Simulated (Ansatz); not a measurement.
Ge(OEt)H3 (C2H8GeO). The state is a singlet with charge 0. Geometry r2SCAN-D4/def2-SVP; atoms count from 1.

```csv
atom,x (Å),y (Å),z (Å)
Ge1,-0.033,-1.415,-1.604
O2,-0.001,0.146,-0.738
C3,-0.007,0.139,0.678
C4,0.045,1.570,1.169
H5,-0.919,-0.363,1.068
H6,0.862,-0.428,1.075
H7,0.040,1.609,2.270
H8,0.956,2.066,0.803
H9,-0.824,2.133,0.793
H10,-0.020,-1.035,-3.085
H11,-1.311,-2.185,-1.219
H12,1.210,-2.238,-1.211
```

Estimate the Mulliken populations from the PBE0/def2-TZVP orbitals of Ansatz.


```json
{"atom": "Ge1", "charge (e)": "0.25"}
{"atom": "O2", "charge (e)": "-0.40"}
{"atom": "C3", "charge (e)": "-0.04"}
{"atom": "C4", "charge (e)": "-0.33"}
{"atom": "H5", "charge (e)": "0.09"}
{"atom": "H6", "charge (e)": "0.09"}
{"atom": "H7", "charge (e)": "0.11"}
{"atom": "H8", "charge (e)": "0.12"}
{"atom": "H9", "charge (e)": "0.12"}
{"atom": "H10", "charge (e)": "0.01"}
{"atom": "H11", "charge (e)": "-0.01"}
{"atom": "H12", "charge (e)": "-0.01"}
```
Mulliken values depend strongly on the basis.

And the Mayer bond orders between heavy atoms (over 0.3)?

Ge1–O2 0.99 (1.79 Å); O2–C3 1.00 (1.42 Å); C3–C4 1.03 (1.51 Å).
